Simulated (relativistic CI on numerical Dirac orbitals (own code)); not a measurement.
**V5+ in a cubic cluster: 2p photoemission with charge transfer**

Computed with a charge-transfer multiplet model of a cubic metal-ligand cluster with up to 2 ligand holes, Slater and spin-orbit integrals from Dirac-Coulomb-Breit ions, Slater integrals scaled by 0.8. The ground state mixes d0 with configurations of k ligand holes L, whose averages lie at kΔ + k(k − 1)U_dd/2; a core hole lowers each added d electron by U_cd. 300 K, Lorentzian 0.6 eV and Gaussian 0.8 eV FWHM.

Atomic integrals in eV (Slater integrals scaled, ζ unscaled), ground: F2dd 8.057, F4dd 5.049, zeta_d 0.024; with the core hole: F2dd 8.057, F4dd 5.049, zeta_d 0.047, zeta_core 4.606, F2cd 5.989, G1cd 4.613, G3cd 2.623. Where a configuration has fewer than two d electrons, the dd integrals are those of d2.

Cluster parameters (eV): Δ = 1.2, U_dd = 5.8, 10Dq = 0.6, 10Dq(ligand) = 1.2, V(eg) = 1.55, V(t2g) = -0.72, final-state hopping factor = 1.

| Case | n_d | d0 | d1L | d2L2 | S |
| --- | --- | --- | --- | --- | --- |
| U_cd = 5.4 eV | 0.68 | 0.40 | 0.51 | 0.08 | 0.00 |
| U_cd = 6 eV | 0.68 | 0.40 | 0.51 | 0.08 | 0.00 |
| U_cd = 6.6 eV | 0.68 | 0.40 | 0.51 | 0.08 | 0.00 |

Weights, n_d and S are thermal averages at 300 K. Binding energies count from the first peak over 30 % of the highest in each spectrum, which can be another peak from case to case. The parameters are a model scan and need not match a compound or its usual spin state. Peaks in eV (height, largest 100):
- U_cd = 5.4 eV: 0.0 (100), 7.5 (57), 11.0 (7), 15.3 (7)
- U_cd = 6 eV: 0.0 (100), 7.6 (59), 13.3 (6), 15.3 (8)
- U_cd = 6.6 eV: 0.0 (100), 5.0 (10), 7.6 (60), 13.9 (9), 15.2 (9)

Curve for U_cd = 5.4 eV (points under 2 left out, the grid thinned):

| E (eV) | Intensity |
| --- | --- |
| -2.8 | 2.1 |
| -2.3 | 3.1 |
| -1.9 | 4.5 |
| -1.4 | 8.6 |
| -0.9 | 22.7 |
| -0.5 | 55.7 |
| 0.0 | 100.0 |
| 0.5 | 68.7 |
| 0.9 | 34.6 |
| 1.4 | 16.3 |
| 1.9 | 10.9 |
| 2.3 | 9.8 |
| 2.8 | 9.1 |
| 3.3 | 7.8 |
| 3.7 | 6.7 |
| 4.2 | 7.1 |
| 4.7 | 8.3 |
| 5.1 | 8.7 |
| 5.6 | 9.6 |
| 6.1 | 11.8 |
| 6.5 | 18.2 |
| 7.0 | 38.6 |
| 7.4 | 55.8 |
| 7.9 | 47.6 |
| 8.4 | 25.6 |
| 8.8 | 16.3 |
| 9.3 | 11.4 |
| 9.8 | 8.5 |
| 10.2 | 7.1 |
| 10.7 | 6.7 |
| 11.2 | 6.6 |
| 11.6 | 5.6 |
| 12.1 | 4.6 |
| 12.6 | 4.4 |
| 13.0 | 4.0 |
| 13.5 | 3.2 |
| 14.0 | 3.0 |
| 14.4 | 3.9 |
| 14.9 | 6.1 |
| 15.4 | 7.0 |
| 15.8 | 5.6 |
| 16.3 | 3.8 |
| 16.8 | 3.0 |
| 17.2 | 2.7 |
| 17.7 | 2.1 |

A d0 ion has no d-d gap: its lowest excitations are ligand-to-metal charge transfer. With the core hole the configuration with one ligand hole lies at Δ − U_cd = -4.2, -4.8, -5.4 eV from the one without, in the order of the table; where this is negative the screened configuration lies lower, though the effective hopping of about 3.4 eV (from the holes of the mixed ground state) mixes the two strongly wherever it is as large as the gap.

With at most 2 ligand holes the space is cut while the next configuration still counts, so covalency is underestimated, and a final configuration with one more ligand hole, which can lie low, is missing from the spectra.
